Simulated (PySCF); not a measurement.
# Variants of one PySCF input: GaO

Base input, run as `OMP_NUM_THREADS=1 python input.py` with PySCF 2.14:

```python
from pyscf import gto, scf
from pyscf.hessian import thermo

mol = gto.M(
    atom='Ga 0 0 0; O 0 0 1.805',
    basis='aug-cc-pvdz',
    charge=0,
    spin=1,
    symmetry=True,
    verbose=4,
)
mf = scf.UHF(mol)
mf.kernel()
hess = mf.Hessian().kernel()
print('wavenumber (cm^-1) =', thermo.harmonic_analysis(mol, hess)['freq_wavenumber'].round(1))
mf.dip_moment()
print('orbital energies (hartree):', [e[max(0, n-3):n+3].round(4) for e, n in zip(mf.mo_energy, mol.nelec)])
```

Base result: E(SCF) = -1998.049372 Eh, 15 cycles, ⟨S²⟩ = 0.802, μz(SCF) = -3.34 D, wavenumbers 614 cm⁻¹. The bond length is a typed value, not an optimised one, so the wavenumber is not that of the minimum. No search for the lowest solution was made.

It ran on Intel Xeon Platinum 8259CL @ 2.50GHz (1 thread, shared host) in 36 s, peak memory 0.13 GiB.

Each row names what differs from the base; energies in brackets are changes from the base.

| change | result | wall time (s) |
| --- | --- | --- |
| geometry: bond 1.805 → bond 1.751 [not at a minimum] | E(SCF) = -1998.048192 Eh (+0.0321 eV), 15 cycles, ⟨S²⟩ = 0.804, μz(SCF) = -3.12 D, wavenumbers 703 cm⁻¹ | 36 |
| spin (2S): 1 → 5 [not at a minimum] [a high spin state] | E(SCF) = -1997.838704 Eh (+5.7326 eV), 11 cycles, ⟨S²⟩ = 8.761, μz(SCF) = 2.75 D, wavenumbers 788 cm⁻¹ | 36 |
| geometry: bond 1.805 → bond 5.415 [an earlier cycle lay lower, so not the lowest solution of its kind] [not at a minimum] | E(SCF) = -1997.863523 Eh (+5.0572 eV), ⟨S²⟩ = 0.779, μz(SCF) = -25.09 D | 29 |
